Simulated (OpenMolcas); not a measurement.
Ti2+ in CsCaF3

Ti2+ with its 6 nearest fluoride ions at 2.203 Å, on the Ca site of CsCaF3 (a = 4.526 Å, distance in the model lattice 2.263 Å). The rest of the host is ab initio model potentials to 7.6 Å, with orthogonalisation functions on the cations behind the ligands, and point charges beyond; the distance is set by hand and nothing relaxes. Ligand basis ANO-RCC-VDZP.

```
Program             : OpenMolcas 26.06
Method              : SS-CASPT2, IPEA 0.25 Eh, imaginary shift 0.1 Eh (closed shells correlated: 3s 3p and the ligand valence shells)
Basis               : ANO-RCC-VDZP [5s4p2d1f]
Scalar Hamiltonian  : DKH2, point nucleus
Active space        : 2 electrons in 5 orbitals (3d)
State averaging     : 2S+1 = 3 even, 10 roots; 2S+1 = 1 even, 15 roots
Spin-orbit coupling : state interaction with AMFI integrals over the reference wave functions
```

The lowest spin-free states (labels of O, the rotations of Oh), above the lowest:

```
State  Degeneracy  E (cm-1)  Free-ion L (%)
  3T1           3         0          F (95)
  1T2           3      9600          D (68)
  3T2           3     10180         F (100)
   1E           2     10210          D (54)
  3T1           3     19360          P (95)
  1A1           1     19710          G (83)
  3A2           1     21470         F (100)
  1T2           3     21650          G (68)
  1T1           3     24520         G (100)
   1E           2     33180          G (54)
  1A1           1     47040          S (83)
```

The lowest levels with spin-orbit coupling:

```
E (cm-1)  Degeneracy  Label      2S+1
       0           2      E         3
       3           3     T2         3
     170           3     T1         3
     260           1     A1         3
    9650           3     T2         1
   10210           1     A2         3
   10270           3     T2         3
   10280           2      E  1 (50 %)
   10300           3     T1         3
   10320           2      E  3 (50 %)
   19320           1     A1         3
   19400           3     T1         3
   19510           3     T2         3
   19510           2      E         3
   19820           1     A1         1
   21510           3     T2  3 (81 %)
   21800           3     T2  1 (81 %)
   24620           3     T1         1
   33270           2      E         1
   47130           1     A1         1
```

Powder χT (cm3 K/mol): 0.0662 at 2 K, 0.13 at 10 K, 0.355 at 50 K, 0.612 at 100 K, 0.936 at 200 K, 1.1 at 300 K. The effective moment at 300 K is 2.828 √(χT) = 2.97 μB.

The lowest level has 2S+1 = 3, for which the spin-only value is χT = S(S+1) / 2 = 1.000 cm3 K/mol (g = 2). The computed 1.100 at 300 K differs by +0.100, through orbital momentum, spin-orbit coupling and any other state in reach. With a threefold ground state the orbital momentum is unquenched, so the spin-only value is not expected to hold.

A least-squares ligand-field fit to the states below 45000 cm-1, each weighted by its degeneracy and with a free common offset, gives 10Dq = 11612 cm-1, B = 694 cm-1 and C = 2721 cm-1 (C/B = 3.92), with an rms deviation of 276 cm-1.

The same method and metal basis give the free ion B = 805 cm-1 (fit to its terms below 60000 cm-1, rms deviation 737 cm-1), so the nephelauxetic ratio is β = 694 / 805 = 0.86; it hangs on how both fits weigh the states, and computed free-ion B values tend to be too large, so β mixes covalency with correlation.

Roots that are degenerate in the reference are averaged as groups; the widest CASPT2 spread within a group is 230 cm-1 (the 3-fold group of multiplicity 1 near 21700 cm-1 above the lowest state of its run). Shifts and gaps below about the spread of the groups concerned are not significant. Over all roots computed the reference weight is 0.73 to 0.74; a low but even weight reflects the number of correlated electrons. An orbital triplet at a regular site is open to Jahn-Teller coupling, which can distort the site and quench the lowest spin-orbit gaps and is left out. Ligand-to-metal charge-transfer states are missing. With no ligand orbital active B as a rule stays too high, so bands that hang on it stand too high and its fall with covalency is understated. With one d shell and no ligand orbital active, 10Dq can be off by tens of per cent for divalent 3d ions, low with halides held by bare charges and at times high in hosts. Free-ion shares, where given, are those of the reference states; single-state CASPT2 does not remix them. No measured value stands beside these numbers; the geometry was set by hand and not optimised.
